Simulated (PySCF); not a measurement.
C2H4F2OSi. Atoms are numbered in the order given.

```xyz
10

O     -0.3838     0.5466     1.8273
C     -0.0946     0.2199     0.7003
Si     1.7390     0.3539     0.0506
C     -1.1741    -0.3083    -0.2558
F     -1.1858     0.4857    -1.3569
F     -0.8199    -1.5607    -0.6409
H      2.5731    -0.4495     0.9834
H      1.8818    -0.1401    -1.3432
H      2.1088     1.7920     0.1386
H     -2.1751    -0.3250     0.2083
```

Geometry: B3LYP-D3(BJ)/def2-SVP. One conformer was computed; it need not be the lowest.

All values below come from PBE0/pcSseg-1 (PySCF).

GIAO shieldings, no solvent; atoms alike by connectivity are averaged. δ = σ(ref) − σ: ¹⁷O against H2O (σ = 334.2 ppm); ¹³C against TMS (σ = 186.3 ppm); ²⁹Si against TMS (σ = 352.7 ppm); ¹⁹F against CFCl3 (σ = 167.2 ppm); ¹H against TMS (σ = 31.56 ppm), references at their B3LYP-D3(BJ)/def2-TZVP geometries, non-relativistic.

```json
[
 {"nucleus": "¹⁷O", "atoms": "O1", "count": "1", "δ (ppm)": "854.6"},
 {"nucleus": "¹³C", "atoms": "C2", "count": "1", "δ (ppm)": "236.4"},
 {"nucleus": "¹³C", "atoms": "C4", "count": "1", "δ (ppm)": "117.4"},
 {"nucleus": "²⁹Si", "atoms": "Si3", "count": "1", "δ (ppm)": "-86.5"},
 {"nucleus": "¹⁹F", "atoms": "F5, F6", "count": "2", "δ (ppm)": "-145.0"},
 {"nucleus": "¹H", "atoms": "H10", "count": "1", "δ (ppm)": "5.36"},
 {"nucleus": "¹H", "atoms": "H7, H8, H9", "count": "3", "δ (ppm)": "4.45"}
]
```
